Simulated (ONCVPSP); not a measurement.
Ti (Z = 22): one change to an ONCV potential, before and after

titanium (Ti), optimised norm-conserving Vanderbilt (ONCV), made with ONCVPSP 4.0.1 (PBE, scalar-relativistic). Core [Ne] 3s2, reference 3p6 3d2 4s2. Waves: 4s: rc 3.00 bohr, ncon 4, nbas 7, qcut 1.9 1/bohr, 3 projectors, debl 3.8 Ha; 3p: rc 1.15 bohr, ncon 4, nbas 8, qcut 6.3 1/bohr, 2 projectors, debl 3.7 Ha; 3d: rc 2.10 bohr, ncon 3, nbas 8, qcut 7.1 1/bohr, 1 projector. Local part: polynomial inside 0.75 bohr (lpopt 1, dvloc0 2 Ha). Core correction: polynomial model core, fcfact 0.7.

All-electron outer shells of the reference configuration (PBE, scalar-relativistic, ld1.x):

| shell | level (eV) | outermost node (bohr) | outermost maximum (bohr) |
| --- | --- | --- | --- |
| 3s | -62.63 | 0.40 | 0.87 |
| 3p | -38.86 | 0.37 | 0.90 |
| 4s | -4.47 | 1.24 | 2.92 |
| 3d | -4.26 | – | 0.98 |

Change: p: rc 1.02.

Cutoffs: the cutoffs (Ha) at which the residual kinetic energy of the hardest occupied pseudo-wave falls to 1 and 0.1 mHa per electron; they do not see the model core or the augmentation charge, which bear on the density cutoff. Errors are all-electron minus pseudo energies relative to the spin-unpolarised reference configuration.

Problem. How do hardness, ghosts and transferability respond?

Solution. The potential gets harder (19 Ha and 50 Ha → 30 Ha and 171 Ha); the errors of the 4 common tests hardly move; neither file shows a bound ghost. A smaller radius makes the pseudo-wave follow the all-electron one further in, where it bends more sharply, so more plane waves are needed.

```csv
quantity,base,changed
"cutoff, loose",19 Ha,30 Ha
"cutoff, tight",50 Ha,171 Ha
loose cutoff by channel,"s 4.3 Ha, p 19 Ha, d 19 Ha","s 4.3 Ha, p 30 Ha, d 19 Ha"
bound ghosts,none,none
GHOST(+) flags under 300 eV,"s at 35.5 eV, s at 269.3 eV","s at 35.5 eV, s at 269.3 eV"
"error for 3p6 3d2 4s1, meV [ΔE 7.35 eV]",-2.7,-2.7
"error for 3p6 3d2 4s0, meV [ΔE 20.92 eV]",-24,-24
"error for 3p6 3d1 4s0, meV [ΔE 47.87 eV]",+119,+119
"error for 3p5 3d2 4s2, meV [ΔE 45.56 eV]",-305,-302
s: phases at 3.04 bohr within 0.05 rad from the reference energy up to (Ha; the scan ends near 5),1.0,1.0
d: phases at 2.13 bohr within 0.05 rad from the reference energy up to (Ha; the scan ends near 5),0.6,0.6
"rms error of d²Exc/dni dnj with the model core, mHa",0.86,0.86
```
